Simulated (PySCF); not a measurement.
Computed IR spectrum (relative IR intensity) of a molecule C5H5FO. The structure is a stationary point at PBE0-D3(BJ)/def2-SVP. Other conformers were not sampled. The numbers are results of PBE0-D3(BJ)/def2-SVP (PySCF 2.14.0), not measurements. Harmonic, unscaled wavenumbers; measured fundamentals usually lie a few per cent lower.

Lines under 2 % of the strongest are left out, and lines within 2 cm⁻¹ are merged.

ν (cm⁻¹): 617 (vw), 796 (w), 892 (vw), 947 (vw), 1005 (vw), 1038 (w), 1122 (m), 1233 (w), 1396 (m), 1418 (w), 1759 (m), 1888 (vs), 3065 (w) (against the strongest line: vs over 80 %, s over 45 %, m over 15 %, w over 4 %, vw less)

Which molecule gave these data?
(A) O=C1CC=C(F)C1
(B) O=C1CCC=C1F
(C) C=C(F)C1=CCO1
(D) F/C=C/C1=COC1

B, O=C1CCC=C1F
